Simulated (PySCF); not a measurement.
Harmonic spectrum computed at PBE0 in the def2-TZVP basis family (core potentials from Rb on, PySCF, no spin–orbit coupling):

```
ω (cm⁻¹)  IR (km/mol)
     157         18.7
     181          0.6
     311          0.8
     470         31.2
     996         79.0
    1006         38.5
```

Q: Which molecule gave it? In each, all ligands are bound to the one heavy central atom.
A. SbO₂Cl (singlet)
B. VO₂Cl (singlet)
C. RuO₂Cl (doublet)
D. MoO₂Cl (doublet)
E. CoO₂Cl (triplet)

A: E. It has C2v symmetry with Co–Cl 2.047 Å, Co–O 1.554 Å (×2).
